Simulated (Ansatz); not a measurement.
Reaction (substitution at a C–Si bond): `C[SiH2]C(N)O` + `[SiH3]S` → `NC(O)S[SiH3]` + `C[SiH3]`

Computed with Ansatz on PBE0-D4/def2-TZVP structures; ΔE is electronic, products minus reactants. CCSD(T)/CBS adds triple-zeta CCSD(T) − MP2 to the extrapolated MP2 energy (def2 sets, frozen cores). This one scheme is used for every species. Functionals use def2-TZVPP. B3LYP here is the variant with VWN-RPA as its local correlation; programs differ in this. One conformer a species, not always the lowest.

```json
{"level": "PBE-D4", "ΔE (kcal/mol)": "2.2", "difference from CCSD(T)/CBS": "-0.7"}
{"level": "r2SCAN-D4", "ΔE (kcal/mol)": "2.0", "difference from CCSD(T)/CBS": "-0.9"}
{"level": "PBE0-D4", "ΔE (kcal/mol)": "2.4", "difference from CCSD(T)/CBS": "-0.5"}
{"level": "B3LYP-D4", "ΔE (kcal/mol)": "2.6", "difference from CCSD(T)/CBS": "-0.3"}
{"level": "ωB97X-V", "ΔE (kcal/mol)": "2.7", "difference from CCSD(T)/CBS": "-0.2"}
{"level": "ωB97M-V", "ΔE (kcal/mol)": "3.0", "difference from CCSD(T)/CBS": "0.1"}
{"level": "B2PLYP", "ΔE (kcal/mol)": "2.8", "difference from CCSD(T)/CBS": "-0.1"}
{"level": "PBE", "ΔE (kcal/mol)": "2.6", "difference from CCSD(T)/CBS": "-0.3"}
{"level": "r2SCAN", "ΔE (kcal/mol)": "2.0", "difference from CCSD(T)/CBS": "-0.9"}
{"level": "PBE0", "ΔE (kcal/mol)": "2.7", "difference from CCSD(T)/CBS": "-0.2"}
{"level": "B3LYP", "ΔE (kcal/mol)": "3.3", "difference from CCSD(T)/CBS": "0.4"}
{"level": "HF/def2-TZVPP", "ΔE (kcal/mol)": "2.8", "difference from CCSD(T)/CBS": "-0.1"}
{"level": "MP2/def2-TZVPP", "ΔE (kcal/mol)": "2.1", "difference from CCSD(T)/CBS": "-0.8"}
{"level": "SCS-MP2/def2-TZVPP", "ΔE (kcal/mol)": "2.3", "difference from CCSD(T)/CBS": "-0.6"}
{"level": "CCSD/def2-TZVPP", "ΔE (kcal/mol)": "3.4", "difference from CCSD(T)/CBS": "0.5"}
{"level": "CCSD(T)/def2-TZVPP", "ΔE (kcal/mol)": "2.8", "difference from CCSD(T)/CBS": "-0.1"}
{"level": "HF/def2-QZVPP", "ΔE (kcal/mol)": "2.9", "difference from CCSD(T)/CBS": "0.0"}
{"level": "MP2/def2-QZVPP", "ΔE (kcal/mol)": "2.2", "difference from CCSD(T)/CBS": "-0.7"}
{"level": "SCS-MP2/def2-QZVPP", "ΔE (kcal/mol)": "2.4", "difference from CCSD(T)/CBS": "-0.5"}
{"level": "HF/CBS(def2)", "ΔE (kcal/mol)": "2.9", "difference from CCSD(T)/CBS": "0.0"}
{"level": "MP2/CBS(def2)", "ΔE (kcal/mol)": "2.2", "difference from CCSD(T)/CBS": "-0.7"}
{"level": "CCSD/CBS(def2)", "ΔE (kcal/mol)": "3.4", "difference from CCSD(T)/CBS": "0.5"}
{"level": "CCSD(T)/CBS", "ΔE (kcal/mol)": "2.9", "difference from CCSD(T)/CBS": "0"}
```

Largest T1 diagnostic among the species: 0.012.

CCSD(T)/CBS has its own doubt, a few kJ/mol and more with outer-core shells, so smaller differences from it don't rank the levels.
